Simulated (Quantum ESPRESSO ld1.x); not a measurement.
Values are calculated unless marked as measured or tabulated.
Species: Si+. Configuration: [Ne] 3s2 3p1 (the NIST ground configuration). Level of theory: non-relativistic Kohn-Sham, LDA (Slater exchange, Perdew-Zunger correlation), spin-polarised, spherical densities, point nucleus; open shells are filled with parallel spins first (ld1.x of Quantum ESPRESSO 7.5). Some entries of the table are withheld. Estimate them.

orbital  occ.  eigenvalue (hartree)  <1/r> (bohr^-1)
1s up       1              -65.5406            13.53
1s down     1              -65.5367            13.53
2s up       1                   (1)            2.559
2s down     1                   (2)            2.559
2p up       3                   (3)            2.456
2p down     3                   (4)            2.457
3s up       1              -0.71415           0.6630
3s down     1              -0.68167           0.6620
3p up       1                   (5)           0.5506
3p down     0                   (6)           0.5444

Answer. 
(1) 2s up eigenvalue (hartree): -5.42407
(2) 2s down eigenvalue (hartree): -5.41947
(3) 2p up eigenvalue (hartree): -3.86519
(4) 2p down eigenvalue (hartree): -3.85939
(5) 3p up eigenvalue (hartree): -0.44519
(6) 3p down eigenvalue (hartree): -0.41481
